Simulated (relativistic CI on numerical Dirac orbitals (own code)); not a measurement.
# Calculated levels, I15+

Computed by Dirac-Coulomb-Breit CI, separate exchange-only KLI orbitals for each configuration, a model potential for QED, unscaled Slater integrals (own radial code, finite nucleus).

CI space (outside the closed core [Ar] 3d10): 4s²4p⁶4d², 4s²4p⁵4d³, 4s²4p⁶4d4f, 4s4p⁶4d³, 4s²4p⁶4d5s, 4s²4p⁵4d²4f, 4s²4p⁶4d5p, 4s4p⁶4d²4f, 4s²4p⁶4f5s, 4s²4p⁶4d5d, 4s²4p⁶4f², 4s²4p⁵4f³, 4s²4p⁶5s², 4s²4p⁵4f5s², 4s²4p⁶4f5p, 4s²4p⁵4f²5p. Double excitations out of closed p, d and f shells are left out; levels of such configurations are missing from the list, as are those of other unlisted configurations, and high levels can miss mixing partners. These lack a partner that the ground configuration has and come out too high: 4s4p⁶4d²4f.

The lowest level is 4s²4p⁶4d² ³F2, with 90 % of that term; Hund's rules for 4s²4p⁶4d² give ³F with J = 2, in agreement.

| No. | Configuration | Term | J | E (cm⁻¹) | % | Lifetime (s) | jj configuration (%) |
| --- | --- | --- | --- | --- | --- | --- | --- |
| 1 | 4s²4p⁶4d² | ³F | 2 | 0 | 90 |  | 4d3/2^2 (90) |
| 2 | 4s²4p⁶4d² | ³F | 3 | 15223 | 99 | 1.22e-02 | 4d3/2 4d5/2 (99) |
| 3 | 4s²4p⁶4d² | ³F | 4 | 28050 | 89 | 2.60e-02 | 4d5/2^2 (50) |
| 4 | 4s²4p⁶4d² | ³P | 0 | 29775 | 93 | 1.88e+00 | 4d3/2^2 (80) |
| 5 | 4s²4p⁶4d² | ¹D | 2 | 34469 | 46 | 1.05e-02 | 4d3/2 4d5/2 (89) |
| 6 | 4s²4p⁶4d² | ³P | 1 | 38056 | 99 | 5.87e-02 | 4d3/2 4d5/2 (99) |
| 7 | 4s²4p⁶4d² | ¹G | 4 | 54011 | 89 | 6.02e-03 | 4d3/2 4d5/2 (50) |
| 8 | 4s²4p⁶4d² | ³P | 2 | 55927 | 52 | 4.54e-03 | 4d5/2^2 (97) |
| 9 | 4s²4p⁶4d² | ¹S | 0 | 113921 | 94 | 7.47e-04 | 4d5/2^2 (80) |
| 10 | 4s²4p⁵4d³ | ⁵D° | 2 | 623634 | 43 | 6.60e-09 | 4p3/2^3 4d3/2^3 (50) |
| 11 | 4s²4p⁵4d³ | ⁵D° | 1 | 625630 | 63 | 3.26e-09 | 4p3/2^3 4d3/2^3 (53) |
| 12 | 4s²4p⁵4d³ | ⁵F° | 3 | 627032 | 47 | 1.78e-08 | 4p3/2^3 4d3/2^2 4d5/2 (78) |
| 13 | 4s²4p⁵4d³ | ⁵D° | 0 | 629888 | 96 | 6.62e-09 | 4p3/2^3 4d3/2^2 4d5/2 (47) |
| 14 | 4s²4p⁵4d³ | ⁵S° | 2 | 632252 | 80 | 1.20e-07 | 4p3/2^3 4d3/2^2 4d5/2 (54) |
| 15 | 4s²4p⁵4d³ | ⁵F° | 4 | 633325 | 49 | 1.05e-07 | 4p3/2^3 4d3/2 4d5/2^2 (53) |
| 16 | 4s²4p⁵4d³ | ⁵F° | 5 | 644708 | 50 | 2.67e-08 | 4p3/2^3 4d3/2 4d5/2^2 (56) |
| 17 | 4s²4p⁵4d³ | ⁵D° | 2 | 647662 | 34 | 2.21e-09 | 4p3/2^3 4d3/2^2 4d5/2 (68) |
| 18 | 4s²4p⁵4d³ | ⁵D° | 3 | 648575 | 34 | 1.89e-09 | 4p3/2^3 4d3/2^3 (40) |
| 19 | 4s²4p⁵4d³ | ⁵F° | 1 | 649071 | 37 | 6.18e-10 | 4p3/2^3 4d3/2^2 4d5/2 (69) |
| 20 | 4s²4p⁵4d³ | ⁵D° | 4 | 649479 | 48 | 2.34e-09 | 4p3/2^3 4d3/2^2 4d5/2 (59) |
| 21 | 4s²4p⁵4d³ | ⁵G° | 6 | 656470 | 84 | 1.70e-02 | 4p3/2^3 4d3/2 4d5/2^2 (48) |
| 22 | 4s²4p⁵4d³ | ³G° | 3 | 661185 | 62 | 5.64e-10 | 4p3/2^3 4d3/2^2 4d5/2 (63) |
| 23 | 4s²4p⁵4d³ | ³P° | 2 | 666951 | 34 | 9.11e-10 | 4p3/2^3 4d3/2 4d5/2^2 (72) |
| 24 | 4s²4p⁵4d³ | ³G° | 4 | 666954 | 57 | 3.75e-09 | 4p3/2^3 4d3/2^2 4d5/2 (58) |
| 25 | 4s²4p⁵4d³ | ⁵F° | 5 | 672046 | 34 | 1.51e-07 | 4p3/2^3 4d3/2 4d5/2^2 (43) |
| 26 | 4s²4p⁵4d³ | ³F° | 2 | 673495 | 29 | 4.27e-10 | 4p3/2^3 4d3/2 4d5/2^2 (53) |
| 27 | 4s²4p⁵4d³ | ³D° | 3 | 675549 | 29 | 9.18e-10 | 4p3/2^3 4d3/2^2 4d5/2 (59) |
| 28 | 4s²4p⁵4d³ | ³P° | 1 | 676743 | 56 | 4.43e-10 | 4p3/2^3 4d3/2^2 4d5/2 (42) |
| 29 | 4s²4p⁵4d³ | ¹G° | 4 | 678700 | 34 | 1.76e-09 | 4p3/2^3 4d3/2 4d5/2^2 (50) |
| 30 | 4s²4p⁵4d³ | ³G° | 5 | 681032 | 48 | 2.36e-09 | 4p3/2^3 4d3/2 4d5/2^2 (50) |

Energies count from the lowest computed level; ° marks odd parity; lifetimes are radiative, by E1, M1, E2, M2, E3 decay to levels of this space only. Filled j subshells are mostly left out of the jj labels.

The mean weight of the leading LS term, summed over parents, in these 30 levels is 60 %, and that of the leading jj configuration (from the same eigenvectors) 63 %.

At this charge energies of transitions that change n are usually good to better than 1 %, and those within a shell (Δn = 0) to a few per cent. Terms inside the open d or f shell come out 10 to 20 % too wide with unscaled integrals. Levels and lines within the n = 5 or 6 shells can be off by up to 10 % or somewhat more, and those that change n by about 2 %, since core polarisation is missing.

Landé's interval rule says that E(J) − E(J−1) = AJ with one A. For the ground term the intervals give A = 5074.5, 3206.6 cm⁻¹ for J = 3, 4; the multiplet is regular.

LS names give the leading component of a level, which can be under half, so a name can repeat, a term be missing and a line seem to break the LS rules.
